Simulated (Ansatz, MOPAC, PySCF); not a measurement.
The same groups moved round the core (cyclohexane boryl+vinyl). All species are isolated molecules in the gas phase. One relaxed conformer stands for each flexible species; it need not be the lowest. Strings in code marks are SMILES.

Quantity: electronic energy of isomers of C8H15B relative to `B[C@@H]1CCC[C@H](C=C)C1`, in kJ/mol. Semi-empirical values (MOPAC) are differences of heats of formation.

Level 1: frozen-core MP2/cc-pVDZ // PBE-D3(BJ)/def2-SVP (Ansatz, a program for electronic structure)
Level 2: B3LYP/3-21G // PBE-D3(BJ)/def2-SVP (PySCF)
Level 3: PBE/6-31G* // PBE-D3(BJ)/def2-SVP (PySCF)
Level 4: AM1 // PBE-D3(BJ)/def2-SVP (MOPAC)

```json
[
 {"species": "`B[C@@H]1CCC[C@@H](C=C)C1`", "level 1": "6.05", "level 2": "8.07", "level 3": "8.44", "level 4": "7.57"},
 {"species": "`B[C@H]1CC[C@@H](C=C)CC1`", "level 1": "7.96", "level 2": "10.47", "level 3": "9.56", "level 4": "11.12"},
 {"species": "`B[C@@H]1CCCC[C@@H]1C=C`", "level 1": "1.32", "level 2": "2.88", "level 3": "4.82", "level 4": "2.83"},
 {"species": "`B[C@H]1CC[C@H](C=C)CC1`", "level 1": "3.25", "level 2": "4.50", "level 3": "2.57", "level 4": "2.98"},
 {"species": "`B[C@@H]1CCCC[C@H]1C=C`", "level 1": "0.91", "level 2": "0.02", "level 3": "2.99", "level 4": "7.97"}
]
```
